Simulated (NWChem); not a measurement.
System: ZnBr, doublet; SMILES [Zn][Br]

NWChem input:

```
start job
memory heap 200 mb stack 700 mb global 900 mb
geometry units angstroms noautoz
  Zn     0.000000     0.000000    -1.253600
  Br     0.000000     0.000000     1.065700
end
basis spherical
  Zn library def2-svp
  Br library def2-svp
end
dft
  odft
  mult 2
  xc hfexch
  iterations 150
  mulliken
end
task dft energy
```

Structure relaxed at the PBE-D3(BJ)/def2-SVP, spin-unrestricted level. This spin state was assumed; another may lie lower. No stability test was run on the SCF state.

Q: Give the results of this calculation. (UHF/def2-SVP.) Quantities: energy (Ha); highest occupied level (eV); lowest empty minus highest occupied level, either spin (eV); dipole (D); <S²>.

A: The energy (Ha) is -4349.70 and the highest occupied level (eV) is -8.45. The lowest empty minus highest occupied level, either spin (eV) is 8.42 and the dipole (D) comes out as 4.01. The <S²> comes out as 0.755.
